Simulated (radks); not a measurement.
The numbers below are computed, except where a source is named.
Q: Valence configurations of Pd II (all share [Kr]). Code: a radial shooting solver on a logarithmic mesh with Libxc functionals. Model: scalar-relativistic Kohn-Sham, r2SCAN, spin-polarised, spherical densities, finite nucleus; open shells are filled with parallel spins first (spin-orbit coupling, left out, can overturn this in heavy ions); meta-GGA in the generalised Kohn-Sham scheme; Fermi nuclear charge, rms radius 4.5318 fm. Order these by energy: 4d7 5s1 5p1; 4d8.5 5s0.5; 4d8 5s0.5 5p0.5; 4d8 5s1; 4d9; 4d6 5s2 5p1; 4d7 5s2; 4d8 5p1; 4d6 5s1 5p2; 4d7 5s1.5 5p0.5.

A: From the lowest, in eV above it: 4d9 0.000; 4d8.5 5s0.5 1.793; 4d8 5s1 3.611; 4d8 5s0.5 5p0.5 6.476; 4d8 5p1 9.266; 4d7 5s2 9.885; 4d7 5s1.5 5p0.5 12.321; 4d7 5s1 5p1 13.990; 4d6 5s2 5p1 22.898; 4d6 5s1 5p2 26.317. NIST lists [Kr] 4d9 as the ground configuration; this level of theory agrees among the configurations tried. The energies are those of spherical high-spin densities, not of single terms.
